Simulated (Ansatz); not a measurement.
ClH2OSn+: structure from calculated spectroscopic constants

These gas-phase data were calculated for one isomer of ClH2OSn+ at r2SCAN-D4/def2-SVP (harmonic, unscaled wavenumbers; equilibrium rotational constants with average atomic masses):

```
rotational constants            : 11, 2.934, 2.316 GHz
all wavenumbers above 1500 cm⁻¹ : 3746, 1960
```

Candidates:

(1) `[OH2+][Sn][Cl]`, a singlet
(2) `[OH][SnH+][Cl]`, a singlet

Which structure fits?

Candidate (2). The band at 1960 cm⁻¹ lies where the Sn–H stretch is expected; (1) has no mode between 1650 and 2000 cm⁻¹.

The same quantities for all candidates:

```tsv
	rotational constants (GHz)	wavenumbers above 1500 cm⁻¹	E above the lowest, r2SCAN-D4/def2-SVP (kcal/mol)
(1)	5.839, 3.279, 2.1	3817, 3710, 1586	0.0
(2)	11, 2.934, 2.316	3746, 1960	58.9
```

Harmonic stretches to hydrogen usually lie a few per cent above observed fundamentals. Each candidate is one conformer. Atoms past krypton carry core potentials. Programs: Ansatz 0.2.0.
